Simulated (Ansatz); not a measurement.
Total energies of MgZn2⁺ (the lowest doublet isomer of a short search) from Ansatz at r2SCAN/def2-TZVP, gas phase (1 Eh = 27.2114 eV = 2625.5 kJ/mol). The reference geometry is relaxed at PBE/def2-TZVP.

```xyz
3

Mg   -0.6000    1.7044    2.0787
Zn    0.0098   -0.0305   -0.0290
Zn    0.5902   -1.6738   -2.0496
```

```json
{"state": "charge 1 doublet", "geometry": "reference", "energy (Eh)": "-3758.57361"}
{"state": "charge 0 singlet", "geometry": "reference", "energy (Eh)": "-3758.78641"}
{"state": "charge 1 quartet", "geometry": "relaxed at PBE/def2-TZVP", "energy (Eh)": "-3758.47103"}
```

Work out the vertical electron affinity, to the singlet.

E(charge 1 doublet) − E(charge 0 singlet) = -3758.57361 − (-3758.78641) = 0.21280 Eh = 5.79 eV.

Which of the charge 1 states is lowest, and how far above it are the others?

The doublet. quartet: -3758.47103 − (-3758.57361) = 0.10258 Eh = 269.3 kJ/mol. The quartet differs in its bonds from the reference.

The structure comes from a short search, and lower isomers may exist.
